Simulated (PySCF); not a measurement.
**Electronic structure of S (sulfur, neutral) at the UHF level**

Configuration: [Ne] 3s2 3p4, high-spin 3P determinant. Computed with PySCF 2.14 in aug-cc-pV(T+d)Z with one added diffuse shell each of s, p, d, f type (7s6p5d3f, 71 functions), with the non-relativistic Hamiltonian (point nucleus).

| Quantity | Value |
| --- | --- |
| Total energy | -397.510008 hartree |
| One-electron energy | -549.3744 hartree |
| Hartree (Coulomb) energy | 176.8971 hartree |
| Exchange energy | -25.0327 hartree |
| Kinetic energy | 397.49651 hartree |
| ⟨S²⟩ | 2.0134 |
| ⟨L²⟩ | 2.050 |
| Sum of ⟨r⟩ | 15.48 bohr |
| Sum of ⟨r²⟩ | 29.21 bohr² |
| Traceless quadrupole moment −½Σ⟨3z² − r²⟩ along its main axis | -2.17 e·bohr² |
| Density at the nucleus (Gaussians lack the cusp) | 2630 bohr⁻³ |
| Spin density at the nucleus | 0.122 bohr⁻³ |
| Langevin diamagnetic susceptibility | -23.1 ×10⁻⁶ cm³/mol |

| shell | electrons | mean orbital energy (eV) | spread (eV) | rms radius, mean of both spins (bohr) |
| --- | --- | --- | --- | --- |
| 1s α | 1 | -2503.8 | 0 | 0.113 |
| 1s β | 1 | -2503.3 | 0 | 0.113 |
| 2s α | 1 | -245.27 | 0 | 0.518 |
| 2s β | 1 | -244.76 | 0 | 0.518 |
| 2p α | 3 | -182.29 | 0.558 | 0.492 |
| 2p β | 3 | -181.38 | 0.415 | 0.492 |
| 3s α | 1 | -26.942 | 0 | 1.86 |
| 3s β | 1 | -21.073 | 0 | 1.86 |
| 3p α | 3 | -12.607 | 1.942 | 2.25 |
| 3p β | 1 | -10.330 | 0 | 2.25 |

Spin-orbit constants ζ (cm⁻¹) from the X2C one-electron operator on these orbitals (non-relativistic here): bare nucleus, nucleus screened by l(l+1)(2l+1)/3 electrons, and screened by the Breit-Pauli mean field of the electrons.

```tsv
shell	bare	screened nucleus	mean field
2p	7358	6438	6016
3p	457.1	400.0	367.6
```

To first order the Landé constant is A = -183.8 cm⁻¹, so the lowest level has J = 2 and lies 0.0228 eV below the centre of the term. This holds in LS coupling only.
